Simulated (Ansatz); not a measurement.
Born–Oppenheimer molecular dynamics of C2H5BF2 (10 atoms, charge 0, multiplicity 1). It starts from a relaxed structure.

Level of theory: RKS PBE-D4/STO-3G (Ansatz).

```yaml
ensemble: NVT, Langevin thermostat
time_step: 0.5 fs
steps_asked: 600
set_temperature: 200 K
friction: 0.001 /fs
seed: 478025
```

First frame:

```xyz
10
Properties=species:S:1:pos:R:3
C -0.698 -0.157 1.121
C -0.126 0.470 -0.166
F 1.372 0.660 -0.067
B 0.713 -0.320 -1.280
F 0.930 0.213 -2.486
H -0.599 0.515 1.997
H -0.202 -1.120 1.346
H -1.776 -0.352 0.956
H -0.564 1.476 -0.382
H 1.032 -1.437 -1.038
```

(1) How far do the bonds stretch over the last three quarters of this one trajectory? (Pairs bonded in most of those frames.)

Results:

(1) 
```json
{"bond": "C1–C2", "mean (Å)": "1.543", "spread (Å)": "0.013", "shortest": "1.52", "longest": "1.58"}
{"bond": "C1–H6", "mean (Å)": "1.110", "spread (Å)": "0.018", "shortest": "1.07", "longest": "1.15"}
{"bond": "C1–H7", "mean (Å)": "1.111", "spread (Å)": "0.042", "shortest": "1.03", "longest": "1.19"}
{"bond": "C1–H8", "mean (Å)": "1.110", "spread (Å)": "0.026", "shortest": "1.07", "longest": "1.15"}
{"bond": "C2–F3", "mean (Å)": "1.514", "spread (Å)": "0.013", "shortest": "1.49", "longest": "1.54"}
{"bond": "C2–B4", "mean (Å)": "1.604", "spread (Å)": "0.014", "shortest": "1.57", "longest": "1.63"}
{"bond": "C2–H9", "mean (Å)": "1.119", "spread (Å)": "0.012", "shortest": "1.10", "longest": "1.14"}
{"bond": "F3–B4", "mean (Å)": "1.695", "spread (Å)": "0.013", "shortest": "1.67", "longest": "1.72"}
{"bond": "B4–F5", "mean (Å)": "1.338", "spread (Å)": "0.011", "shortest": "1.31", "longest": "1.36"}
{"bond": "B4–H10", "mean (Å)": "1.189", "spread (Å)": "0.018", "shortest": "1.16", "longest": "1.22"}
```

Mean temperature of the second half: 134 K. The mean temperature of the second half is 33 % below the set value. A run of 0.3 ps of so small a system gives no equilibrium averages. Limits of this set-up: minimal basis.

Time of the run: 9.8 min on 1 thread of Arm Neoverse V2 (shared host), peak memory 0.077 GiB.
